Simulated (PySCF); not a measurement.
## Zn+ (zinc, charge +1) across methods

[Ar] 3d10 4p1, 2P determinant (an excited configuration). Calculation: PySCF 2.14, in aug-cc-pwCVDZ-PP with ECP10MDF (6s6p5d3f, 70 functions); scalar relativity through the core potential.

```
method  E (hartree)  mean ε 3d α (eV)  mean ε 3d β (eV)  mean ε 4p α (eV)  Σ⟨r²⟩ (bohr²)   ⟨S²⟩
   PBE    -226.5357           -21.653           -21.551            -9.279          26.19  0.752
   LDA    -226.1290           -21.974           -21.867            -9.319          26.07  0.751
   M06    -226.5885           -24.729           -24.691            -9.772          26.04  0.751
  PBE0    -226.4884           -24.507           -24.429            -9.893          26.25  0.752
r2SCAN    -226.4197           -21.780           -21.692            -9.468          25.99  0.755
   UHF   -225.45754           -32.303           -32.300           -11.253          27.11  0.753
  PW91    -226.6282           -21.731           -21.627            -9.326          26.10  0.752
 B97-3    -226.5459           -24.728           -24.664            -9.796          26.35  0.751
```

Q: Estimate the same row for wB97M-V.

A: E (hartree) = -226.3667; mean ε 3d α (eV) = -26.973; mean ε 3d β (eV) = -26.906; mean ε 4p α (eV) = -11.594; Σ⟨r²⟩ (bohr²) = 26.33; ⟨S²⟩ = 0.752.

Energies and moments cover only the electrons outside the core potential.
